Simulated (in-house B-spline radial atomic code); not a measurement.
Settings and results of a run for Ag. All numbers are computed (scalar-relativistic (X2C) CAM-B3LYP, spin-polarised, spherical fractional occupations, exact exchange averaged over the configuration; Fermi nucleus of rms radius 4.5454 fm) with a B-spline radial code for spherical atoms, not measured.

Command:
```bash
python run_scf.py task.json out
```
Settings (nuclear radius in fm, mass in u):
```
Z                47
configuration    [Kr] 4d10 5s1
hamiltonian      x2c
method           camb3lyp
spin_polarised   True
nucleus          fermi
rms_radius       4.5454
atomic_mass      106.90509
speed_of_light   137.035999084
exact_exchange   averaged over the configuration
```

Output (hartree, bohr):
```
 radial grid: 77 intervals, B-splines of order 8, outer radius 50 bohr

 iter        energy (Eh)    residual
    1       -5314.664421    4.43e-01
    2       -5314.434089    1.71e-01
    3       -5315.735348    2.41e-02
    4       -5315.752416    6.46e-03
    5       -5315.751736    5.99e-03
    6       -5315.753266    1.98e-03
    7       -5315.753421    1.73e-04
    8       -5315.753422    2.25e-05
    9       -5315.753422    2.15e-06
   10       -5315.753422    3.09e-07

 total energy                     -5315.75342
 kinetic                            5563.4219
 electron-nucleus                 -12893.1988
 Hartree                            2164.9995
 exact exchange                      -32.0192
 exchange-correlation               -118.9568

 orbital      occ     eigenvalue          <r>       <r^2>       <1/r>       r_max
 1s up      1.000      -931.9861    0.0305593  0.00127301     51.4388     0.01951
 1s down    1.000      -931.9851    0.0305593  0.00127302     51.4388     0.01951
 2s up      1.000      -137.9104     0.134423   0.0213671      11.614      0.1139
 2s down    1.000      -137.9101     0.134424   0.0213673      11.614      0.1139
 2p up      3.000      -123.7330     0.117426   0.0168547     10.8909     0.09087
 2p down    3.000      -123.7328     0.117426   0.0168547     10.8909     0.09087
 3s up      1.000       -25.6081     0.368066    0.155104     4.02763      0.3326
 3s down    1.000       -25.6070     0.368072    0.155109     4.02753      0.3326
 3p up      3.000       -20.9206     0.367144    0.156632     3.77577      0.3258
 3p down    3.000       -20.9200     0.367141    0.156629      3.7758      0.3258
 3d up      5.000       -13.5013     0.345651    0.142326      3.5317      0.2738
 3d down    5.000       -13.5010     0.345642    0.142319     3.53177      0.2738
 4s up      1.000        -3.7267     0.913438    0.946484     1.52438      0.8228
 4s down    1.000        -3.7248      0.91367    0.946907     1.52376       0.823
 4p up      3.000        -2.3504      1.00409     1.15868     1.35511      0.8771
 4p down    3.000        -2.3492      1.00279     1.15484      1.3563      0.8771
 4d up      5.000        -0.3943      1.41678     2.49551    0.967948       1.037
 4d down    5.000        -0.3891      1.40538     2.45164    0.974238       1.035
 5s up      1.000        -0.2365      3.17382     11.7117    0.403615       2.536

 Slater integrals (Eh)
   F0(4d up,4d up)               0.648079
   F2(4d up,4d up)               0.314083
   F4(4d up,4d up)               0.202710
   F0(4d up,4d down)             0.650550
   F2(4d up,4d down)             0.315656
   F4(4d up,4d down)             0.203846
   F0(4d up,5s up)               0.356685
   G2(4d up,5s up)               0.057169
   F0(4d down,4d down)           0.653044
   F2(4d down,4d down)           0.317255
   F4(4d down,4d down)           0.205003
   F0(4d down,5s up)             0.357081
   F0(5s up,5s up)               0.285450
```

Time taken, with all properties: 4.6 s on 1 thread of Arm Neoverse N1, with other jobs on the host.

One-electron X2C: radii and densities carry no picture-change correction, so inner-shell <1/r> comes out high (for 1s by about 2 % at Z = 33, 5 % at 54, 10 % at 75, 30 % at 118) and <r> low.
